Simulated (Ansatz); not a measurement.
Born–Oppenheimer molecular dynamics of GeH6O (8 atoms, charge 0, multiplicity 1). It starts at the highest image of a converged band. Of that band: Neighbouring images differ by up to 1.7 eV, so the band resolves the path poorly. A vibrational analysis at the climbing image gives one clearly imaginary mode, 1261i cm⁻¹: a first-order saddle point.

Method: RKS revPBE/def2-SVP (Ansatz 0.2.0).

```yaml
ensemble: NVE (velocity Verlet)
time_step: 0.5 fs
steps_asked: 200
starting_velocities_drawn_for: 300 K
seed: 8906
```

First frame:

```xyz
8
Properties=species:S:1:pos:R:3
Ge 0.020 -0.068 -0.045
O 0.239 -0.206 2.013
H -0.611 -0.324 2.490
H 1.321 0.397 -0.747
H -0.861 1.214 0.200
H -0.885 -1.032 -0.867
H 0.920 -1.658 0.577
H 0.663 -1.208 1.518
```

Q: How far do the bonds stretch over the last three quarters of this one trajectory? (Pairs bonded in most of those frames.)

A: 
| bond | mean (Å) | spread (Å) | shortest | longest |
| --- | --- | --- | --- | --- |
| Ge1–H4 | 1.559 | 0.043 | 1.49 | 1.63 |
| Ge1–H5 | 1.553 | 0.033 | 1.49 | 1.60 |
| Ge1–H6 | 1.561 | 0.035 | 1.51 | 1.63 |
| Ge1–H7 | 1.582 | 0.114 | 1.40 | 1.74 |
| O2–H3 | 0.980 | 0.008 | 0.96 | 1.00 |
| O2–H8 | 0.979 | 0.012 | 0.96 | 1.01 |

Mean temperature of the second half: 2231 K. The conserved energy stayed within 0.21 meV per atom of its start (net change 0.19 meV per atom), so the integration is sound. The system heated up, since it started high on the potential surface and ran downhill. A run of 0.1 ps of so small a system gives no equilibrium averages. The orbitals stay closed-shell, which can raise the energy where a bond breaks towards radicals; this wasn't checked here.

Time of the run: 120 s on 1 thread of AMD EPYC 9B45 (Zen 5), on a shared host, peak memory 0.17 GiB.
